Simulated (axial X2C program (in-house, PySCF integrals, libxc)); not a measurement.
# Worked dissociation energy of NaNi: HF, without spin–orbit coupling

Calculated with an in-house all-electron X2C program for linear molecules (integrals from PySCF). Spin-free means the one-electron spin-free X2C Hamiltonian. Basis: Ni dyall-cv3z [9s9p6d3f2g], Na dyall-cv3z [9s8p5d2f] (cores contracted in-house); Gaussian nuclei, density fitting, unrestricted open shells. Masses: Ni 57.935 u, Na 22.990 u.

Molecular state: M_S = 1/2, Λ = 0 (beyond evenly filled blocks: σα).

```
E(Ni) (2M_S = 2, M_L = 0) : -1519.072923 hartree
E(Na) (2M_S = 1, M_L = 0) : -162.068096 hartree
E(NaNi) at Re             : -1681.149277 hartree
ωe                        : 119.6 cm⁻¹
ωexe                      : 1.67 cm⁻¹
```

Q: Work out De and D0.

A: De = -1519.072923 + (-162.068096) − (-1681.149277) = 0.00826 hartree = 0.225 eV. The zero-point energy is ωe/2 − ωexe/4 = 59 cm⁻¹ = 0.007 eV, so D0 = 0.217 eV.

The state is a single determinant with fixed occupations, the lowest that a limited PBE0 search found. De is counted from the lowest determinant-based energies of the atoms at the same level, without counterpoise correction. PBE0 can misorder states that lie within some tenths of an eV, so this need not be the ground state of the molecule. The nearest other spin-free determinant of the search, M_S = 1/2, Λ = 1, lies 0.05 eV up at the distance of the search. The determinant is spin-polarised beyond a pure state at some levels (its spin-free form has ⟨S²⟩ too high), which makes Re and μ there less reliable.

Hartree–Fock lacks correlation and underbinds, often by eV.

Each atomic determinant is the lowest at this level and need not be a pure term. Totals compare only within one Hamiltonian and basis.
